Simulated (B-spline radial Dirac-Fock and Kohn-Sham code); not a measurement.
Electron momentum distribution of Rh²⁶⁺: Compton profiles

System: rhodium as Rh²⁶⁺, [Ar] 3d1.

The run's input, task.json:

```json
{"items": [{
  "Z": 45,
  "q": 26,
  "cfg": [[1, 0, 2], [2, 0, 2], [2, 1, 6], [3, 0, 2], [3, 1, 6], [3, 2, 1]],
  "A": 103,
  "rrms": 4.4945,
  "do": ["scatter"],
  "s": [0.0, 0.05, 0.1, 0.15, 0.2, 0.25, 0.3, 0.35, 0.4, 0.45, 0.5, 0.6, 0.7, 0.8, 0.9, 1.0, 1.1, 1.2, 1.4, 1.6, 1.8, 2.0, 2.5, 3.0, 3.5, 4.0, 5.0, 6.0],
  "pz": [0, 0.1, 0.2, 0.3, 0.4, 0.5, 0.6, 0.8, 1.0, 1.2, 1.4, 1.6, 1.8, 2.0, 2.5, 3.0, 4.0, 5.0, 7.0, 10.0, 15.0, 20.0, 30.0, 40.0, 60.0, 100.0],
  "hv_scatter": [1000, 5000, 8047.8, 10000, 17479.3, 50000, 100000, 500000]
}]}
```

Run with: `python xray_run.py task.json out`

These are calculated numbers from a radial B-spline solver; the model is the impulse approximation on relativistic Hartree-Fock (Dirac-Fock) wave functions, averaged over the configuration. pz is in atomic units of momentum; subshell profiles are per electron, for a selection of subshells; open shells are spread over both j values by their weights.

```
 pz    J total   J 1s1/2   J 2s1/2   J 2p1/2   J 3d5/2
  0      1.205    0.0184    0.0654    0.0327    0.0560
0.3      1.203    0.0184    0.0653    0.0327    0.0560
0.4      1.201    0.0184    0.0652    0.0327    0.0560
0.5      1.198    0.0184    0.0651    0.0327    0.0560
0.6      1.195    0.0183    0.0650    0.0327    0.0560
0.8      1.187    0.0183    0.0646    0.0327    0.0560
  1      1.177    0.0183    0.0642    0.0327    0.0560
1.2      1.165    0.0183    0.0638    0.0327    0.0560
1.4      1.151    0.0183    0.0632    0.0327    0.0560
1.6      1.135    0.0183    0.0625    0.0327    0.0560
1.8      1.116    0.0183    0.0618    0.0327    0.0559
  2      1.096    0.0183    0.0610    0.0327    0.0559
2.5      1.038    0.0182    0.0587    0.0326    0.0557
  3     0.9706    0.0181    0.0560    0.0326    0.0554
  4     0.8213    0.0179    0.0497    0.0323    0.0536
  5     0.6727    0.0177    0.0428    0.0317    0.0498
  7     0.4425    0.0171    0.0289    0.0297    0.0372
 10     0.2695    0.0159    0.0133    0.0244    0.0178
 15     0.1447    0.0134   0.00298    0.0142   0.00368
 20    0.07877    0.0108   0.00162   0.00698  0.000749
 30    0.02686   0.00629   0.00137   0.00151  4.61e-05
 40    0.01122   0.00342  0.000764  0.000365  4.79e-06
 60   0.002693   0.00101  0.000188  3.55e-05    < 1e-6
100  0.0003131  0.000129  1.91e-05  1.50e-06    < 1e-6
```

J(0) = 1.205. The 3p3/2 subshell gives the largest part, 28 %.

Mean momentum ⟨p⟩ by subshell (a.u.): 1s1/2 40.5, 2s1/2 14.4, 2p1/2 19.2, 2p3/2 18.5, 3s1/2 7.65, 3p1/2 9.06, 3p3/2 8.87, 3d3/2 10.6, 3d5/2 10.5.
